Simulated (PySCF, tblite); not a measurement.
Species: C3H10Cl2Si3.
Geometry (GFN2-xTB, Å), atoms numbered from 1 in this order:
```
atom  x, y, z in Å
C1    -3.0573   -0.8482    0.3999
C2    -1.7468   -0.7273    0.2789
Cl3   -1.0049   -1.0413   -1.2690
C4    -0.7943   -0.2998    1.3239
Si5   -0.0234    1.4181    0.9287
Si6    1.4329    1.2716   -0.8797
Si7    2.5472   -0.7375   -1.2237
Cl8    2.5392   -1.8275    0.5011
H9    -3.5347   -0.6592    1.3449
H10   -3.6893   -1.1410   -0.4189
H11    0.0115   -1.0291    1.4112
H12   -1.3145   -0.2676    2.2800
H13   -1.1594    2.3344    0.7487
H14    0.6317    1.8281    2.1794
H15    0.7609    1.6325   -2.1376
H16    2.4473    2.3330   -0.7247
H17    3.9689   -0.6062   -1.5538
H18    1.9762   -1.6266   -2.2345
```

Computed with PBE0/pcSseg-1 in PySCF (dipole) on a GFN2-xTB geometry, gas phase.

Take the most abundant isotopes and a rigid rotor. The values belong to one conformer with, in the numbering `[CH2:1]=[C:2]([Cl:3])[CH2:4][SiH2:5][SiH2:6][SiH2:7][Cl:8]`, C1–C2–C4–Si5 -112°, C2–C4–Si5–Si6 -70°, C4–Si5–Si6–Si7 -30°, Si5–Si6–Si7–Cl8 -20°.

(1) What are A, B and C (GHz)?

(2) What kind of rotor is it?

(3) What does the inertial defect say?

(4) Give the other two planar moments, Paa and Pbb, and the rms extents of the mass along the axes.

(5) Which types of transition are allowed, and where do some lines up to J = 4 fall?

(6) Estimate the classical rotational partition function at 25 K, 50 K and 500 K.

Answers

(1) Ia = 471.70, Ib = 864.17, Ic = 967.86 u·Å²; 505379 MHz·u·Å²/I gives 1071, 584.8 and 522.2 MHz, that is A = 1.0714, B = 0.5848, C = 0.5222 GHz.

(2) An asymmetric top: κ = (2 × 584.8 − 1071 − 522.2)/(1071 − 522.2) = -0.77.

(3) Not planar: Δ = Ic − Ia − Ib = -368.01 u·Å². For a rigid frame Δ = −2 Σ m c², so Σ m c² = 184.01 u·Å² lies off the ab plane: 21.42 from hydrogen and 162.59 from heavier atoms. The atom farthest from that plane is 2.24 Å away.

(4) Paa = Σ m a² = (Ib + Ic − Ia)/2 = 680.16 and Pbb = Σ m b² = (Ia + Ic − Ib)/2 = 287.70 u·Å². With the mass M = 199.95 u, the rms extents √(P/M) along a, b and c are 1.84, 1.20, 0.96 Å.

(5) The dipole components are |μa| = 1.23 D, |μb| = 0.98 D, |μc| = 0.01 D. Intensities carry the squares of the components, which stand as 1.00 : 0.64 : 0.00 (a : b : c). Some lines, for components of 0.1 D or more:

```json
{"type": "a", "branch": "Q", "J(Ka,Kc)": "3(1,2) ← 3(1,3)", "MHz": "376", "lower level (cm⁻¹)": "0.232"}
{"type": "b", "branch": "Q", "J(Ka,Kc)": "1(1,0) ← 1(0,1)", "MHz": "549", "lower level (cm⁻¹)": "0.037"}
{"type": "b", "branch": "Q", "J(Ka,Kc)": "3(1,2) ← 3(0,3)", "MHz": "730", "lower level (cm⁻¹)": "0.221"}
{"type": "b", "branch": "Q", "J(Ka,Kc)": "4(1,3) ← 4(0,4)", "MHz": "897", "lower level (cm⁻¹)": "0.367"}
{"type": "b", "branch": "Q", "J(Ka,Kc)": "4(2,2) ← 4(1,3)", "MHz": "1334", "lower level (cm⁻¹)": "0.396"}
{"type": "b", "branch": "R", "J(Ka,Kc)": "1(1,1) ← 0(0,0)", "MHz": "1594", "lower level (cm⁻¹)": "0.000"}
{"type": "b", "branch": "Q", "J(Ka,Kc)": "3(2,2) ← 3(1,3)", "MHz": "1745", "lower level (cm⁻¹)": "0.232"}
{"type": "b", "branch": "Q", "J(Ka,Kc)": "4(2,3) ← 4(1,4)", "MHz": "1876", "lower level (cm⁻¹)": "0.376"}
{"type": "b", "branch": "R", "J(Ka,Kc)": "4(2,2) ← 3(3,1)", "MHz": "1913", "lower level (cm⁻¹)": "0.377"}
{"type": "a", "branch": "R", "J(Ka,Kc)": "2(1,1) ← 1(1,0)", "MHz": "2277", "lower level (cm⁻¹)": "0.055"}
{"type": "b", "branch": "Q", "J(Ka,Kc)": "3(3,1) ← 3(2,2)", "MHz": "2593", "lower level (cm⁻¹)": "0.291"}
{"type": "b", "branch": "Q", "J(Ka,Kc)": "4(3,2) ← 4(2,3)", "MHz": "2608", "lower level (cm⁻¹)": "0.438"}
{"type": "a", "branch": "R", "J(Ka,Kc)": "3(0,3) ← 2(0,2)", "MHz": "3299", "lower level (cm⁻¹)": "0.111"}
{"type": "a", "branch": "R", "J(Ka,Kc)": "3(2,2) ← 2(2,1)", "MHz": "3321", "lower level (cm⁻¹)": "0.180"}
{"type": "a", "branch": "R", "J(Ka,Kc)": "3(2,1) ← 2(2,0)", "MHz": "3343", "lower level (cm⁻¹)": "0.180"}
{"type": "a", "branch": "R", "J(Ka,Kc)": "3(1,2) ← 2(1,1)", "MHz": "3411", "lower level (cm⁻¹)": "0.131"}
{"type": "a", "branch": "R", "J(Ka,Kc)": "4(2,3) ← 3(2,2)", "MHz": "4423", "lower level (cm⁻¹)": "0.291"}
{"type": "a", "branch": "R", "J(Ka,Kc)": "4(1,3) ← 3(1,2)", "MHz": "4541", "lower level (cm⁻¹)": "0.245"}
{"type": "b", "branch": "R", "J(Ka,Kc)": "3(3,1) ← 2(2,0)", "MHz": "5908", "lower level (cm⁻¹)": "0.180"}
{"type": "b", "branch": "R", "J(Ka,Kc)": "4(3,1) ← 3(2,2)", "MHz": "7033", "lower level (cm⁻¹)": "0.291"}
{"type": "b", "branch": "R", "J(Ka,Kc)": "4(4,0) ← 3(3,1)", "MHz": "8054", "lower level (cm⁻¹)": "0.377"}
```

(6) Point group C1, symmetry number σ = 1; q = (√π/σ)·√((kT/h)³/(ABC)), k/h = 20836.6 MHz/K: 36800 at 25 K, 104000 at 50 K, 3300000 at 500 K.

Its GFN2-xTB frequencies are all real (lowest 22 cm⁻¹). Zero-point vibration and centrifugal distortion are left out. Quadrupole hyperfine structure (35Cl) is left out.
